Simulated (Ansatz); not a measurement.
`OC(F)(F)[SiH2]Cl` + PH₃ → `P[SiH2]Cl` + `OC(F)F`  (ligand exchange at the Si–C bond)

Isolated molecules relaxed with PBE0-D4/def2-TZVP in Ansatz; ΔE leaves out vibrations. CCSD(T)/CBS adds triple-zeta CCSD(T) − MP2 to the extrapolated MP2 energy (def2 sets, frozen cores). This one scheme is used for every species. Functionals use def2-TZVPP. B3LYP here is the variant with VWN-RPA as its local correlation; programs differ in this. One conformer a species, not always the lowest.

Q: Is it downhill or uphill in electronic energy at CCSD(T)/CBS, and by how much? (Best estimate.)

A: Computed: Downhill: ΔE = -55.0 kJ/mol.

Q: What do these levels give: r2SCAN-D4, B3LYP-D4, ωB97M-V, PBE0, B3LYP, HF/def2-QZVPP? (Estimate.)

A: The calculation gave: r2SCAN-D4 -54.7, B3LYP-D4 -50.6, ωB97M-V -49.0, PBE0 -62.2, B3LYP -52.0, HF/def2-QZVPP -57.4 kJ/mol.

Largest T1 diagnostic among the species: 0.013.

From PBE to PBE0 (25 % exact exchange), in def2-TZVPP and without D4, ΔE moves by −4.5 kJ/mol.
